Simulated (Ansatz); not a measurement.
**Pulling the pair apart**

The pair of CH₂O (SMILES C=O, atoms 1–4) and AsH₃ (SMILES [AsH3], atoms 5–8), both closed shells, in one local arrangement (a lower one may exist), relaxed at PBE0-D4/def2-TZVP:

C1  (0.150, -0.067, -2.030)
O2  (0.939, 0.428, -1.277)
H3  (-0.777, -0.551, -1.667)
H4  (0.311, -0.065, -3.126)
As5  (-0.515, -0.153, 1.557)
H6  (0.901, -0.636, 1.815)
H7  (-0.118, 1.306, 1.698)
H8  (-0.891, -0.262, 3.030)
(Å)

AsH₃ is shifted rigidly along the line between the mean atom positions of the two fragments (negative: closer). Counterpoise interaction energies in kJ/mol. Program: Ansatz 0.2.0. Basis: def2-TZVPPD. Cores are frozen in the correlated methods. Filled d shells of the heavier atoms are correlated. The def2 sets are not built for correlating such inner shells, so the correlated values are less sure here.

```
shift (Å)  wB97M-V  PBE0-D4  PBE-D4
    -0.32     -6.1     -6.0    -6.2
    -0.16     -8.4     -8.4    -8.6
     0.00     -8.8     -9.0    -9.3
     0.16     -8.3     -8.8    -9.1
     0.39     -7.1     -7.7    -8.0
     0.81     -4.7     -5.3    -5.5
     1.62     -1.9     -2.2    -2.2
     3.24     -0.4     -0.4    -0.4
```

(1) What does CCSD(T) give at these shifts? (Judge from chemistry; the value comes from the calculation.)

T1 diagnostic: at most 0.014.

Results:

(1) Computed: -2.9, -6.0, -7.1, -7.1, -6.3, -4.4, -1.9, -0.4 kJ/mol. For zero shift, CCSD(T) at an estimated basis limit (MP2 extrapolated from triple and quadruple zeta, plus CCSD(T) − MP2 in triple zeta) gives -8.4 kJ/mol. These are counterpoise interaction energies, counted from the two frozen fragments.

For scale, one of the runs: CCSD(T)/def2-TZVPPD, 216 basis functions, launched by `ansatz run in.yaml --threads 4 --pin off --events-out ev --progress --plain --max-ram 9574MiB`. The run took 40 s on 4 CPU threads of an Intel Xeon Platinum 8488C (shared host), with 3.2 GiB of host memory at its peak.
